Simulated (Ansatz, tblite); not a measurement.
Cost and result up the ladder for `Cc1cc(-c2sc(-c3sc(-c4sc(N(C)C)cc4C)cc3C)cc2C)sc1C#N` (51 atoms). Charge 0, multiplicity 1. Geometry: PBE-D4/def2-SVP.

```xyz
51

C     5.320   -3.987    5.890
C     4.540   -2.988    5.086
C     4.126   -3.183    3.742
C     3.398   -2.117    3.201
C     2.818   -1.966    1.889
S     1.537   -0.792    1.637
C     1.414   -1.174   -0.070
C     0.454   -0.490   -0.896
S    -0.873    0.376   -0.137
C    -1.507    0.921   -1.680
C    -2.672    1.754   -1.789
S    -3.159    2.291   -3.401
C    -4.533    3.173   -2.759
N    -5.395    3.831   -3.602
C    -5.017    4.048   -4.984
C    -6.408    4.678   -3.006
C    -4.579    3.072   -1.368
C    -3.542    2.267   -0.816
C    -3.407    2.014    0.658
C    -0.707    0.420   -2.714
C     0.393   -0.370   -2.295
C     1.380   -0.973   -3.253
C     2.341   -2.171   -0.397
C     3.137   -2.623    0.688
C     4.201   -3.673    0.540
S     3.235   -0.829    4.378
C     4.118   -1.746    5.581
C     4.337   -1.222    6.874
N     4.527   -0.795    7.956
H     5.501   -3.626    6.921
H     4.780   -4.955    5.953
H     6.304   -4.193    5.420
H     4.322   -4.110    3.191
H    -4.651    3.100   -5.432
H    -5.903    4.372   -5.564
H    -4.214    4.816   -5.105
H    -7.107    5.021   -3.793
H    -5.980    5.575   -2.498
H    -6.994    4.109   -2.255
H    -5.339    3.564   -0.749
H    -2.447    2.405    1.058
H    -4.229    2.499    1.219
H    -3.429    0.929    0.895
H    -0.917    0.632   -3.772
H     1.264   -0.538   -4.264
H     1.245   -2.072   -3.348
H     2.426   -0.803   -2.922
H     2.432   -2.592   -1.405
H     3.872   -4.655    0.945
H     4.454   -3.827   -0.526
H     5.129   -3.394    1.079
```

Ansatz on 2 threads of AMD EPYC 7R13 on a shared host and a share (18 GiB) of an NVIDIA H100 80GB HBM3; xTB runs through tblite on one thread. Times are rough, summed over both states, and most runs start from the orbitals of an earlier one. PBE0-D4/def2-TZVP serves as the yardstick here, not as an exact answer. The other state is a triplet.

The xTB rows come from tblite. Single mean-field runs in def2-TZVP are fitted with def2-universal-jkfit.

xTB has no spin-polarisation term.

| level | functions | wall time |
| --- | --- | --- |
| GFN2-xTB | 158 | 0.32 s |
| GFN1-xTB | 180 | 0.35 s |
| PBE-D4/def2-TZVP (with forces) | 1055 | 23 s |
| PBE0-D4/def2-TZVP | 1055 | 32 s |

(1) Estimate what each level gives for the vertical triplet (eV).

Answers

(1) 
```json
{"level": "GFN2-xTB", "vertical triplet (eV)": "1.55", "difference from PBE0-D4/def2-TZVP (eV)": "-0.15"}
{"level": "GFN1-xTB", "vertical triplet (eV)": "1.59", "difference from PBE0-D4/def2-TZVP (eV)": "-0.11"}
{"level": "PBE-D4/def2-TZVP (with forces)", "vertical triplet (eV)": "1.51", "difference from PBE0-D4/def2-TZVP (eV)": "-0.19"}
{"level": "PBE0-D4/def2-TZVP", "vertical triplet (eV)": "1.70", "difference from PBE0-D4/def2-TZVP (eV)": "0.00"}
```
